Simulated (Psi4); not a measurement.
P$_{2}$ (SMILES P#P), singlet, at a GFN2-xTB geometry. Base run: M06-2X/6-31G* run with Psi4 1.11.

Input for Psi4:
```
memory 2 GB

molecule mol {
0 1
P    -0.000000   -0.000000   -0.960484
P     0.000000    0.000000    0.960484
}

set {
  basis 6-31g*
  reference rks
}

energy('m06-2x')
print_variables()
```

The base run was repeated with changes; each row names its change, and settings that it needs were set with it.

| change | ΔE vs base (µEh) | SCF cycles | grid points | basis functions | outcome |
|---|---|---|---|---|---|
| base | 0.0 | 6 | 41378 | 38 | converged |
| cholesky_tolerance = 1e-6 (with scf_type cd) | -177 | 6 | 41378 | 38 | converged |
| guess = sadno | 0.0 | 7 | 41378 | 38 | converged |
| scf_type = dfdirj+cosx | -14.8 | 7 | 41378 | 38 | converged |
| ints_tolerance = 1e-8 | 0.0 | 6 | 41378 | 38 | converged |
| e_convergence = 1e-8 | 0.0 | 6 | 41378 | 38 | converged |
| basis_guess = true | 0.0 | 6 | 41378 | 38 | converged |
| d_convergence = 1e-10 | 0.0 | 10 | 41378 | 38 | converged |
| soscf = true | - | - | - | 38 | stopped with an error |
| scf_type = out_of_core | -178 | 6 | 41378 | 38 | converged |
| dft_radial_scheme = mura | 116 | 6 | 42944 | 38 | converged |
| scf_type = dfdirj+link | -188 | 6 | 41378 | 38 | converged |
| basis_guess = sto-3g | 0.0 | 6 | 41378 | 38 | converged |

- soscf = true: ended with `Fatal Error: Vx: RKS does not support rotated V builds for MGGA's`
